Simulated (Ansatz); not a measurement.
```xyz
11

C     0.533    0.712    0.304
C    -0.625    0.018    1.063
Ga   -0.579   -1.379   -0.360
C     0.480    0.127   -1.129
H     0.476    1.806    0.330
H     1.484    0.438    0.770
H    -0.452   -0.188    2.119
H    -1.557    0.589    0.986
H    -1.038   -2.847   -0.664
H     1.439   -0.003   -1.631
H    -0.160    0.726   -1.786
```

Charge 0, multiplicity 1.

Problem. List the B3LYP/def2-TZVPP orbital energies in eV (Ansatz). (Best estimate.)

Solution. The calculation gave: Occupied: -10137.34, -1249.11, -1106.37, -1106.25, -1106.24, -276.68, -276.16, -276.16, -149.15, -102.63, -102.30, -102.29, -22.56, -22.29, -22.28, -22.19, -22.15, -20.92, -17.52, -15.50, -12.45, -12.24, -10.61, -10.44, -9.26, -8.95, -7.06, -6.64. Lowest empty: -1.46, 0.48, 0.63, 1.58, 1.87, 2.26, 2.92, 3.14.

B3LYP here is the variant with VWN-RPA as its local correlation; programs differ in this.
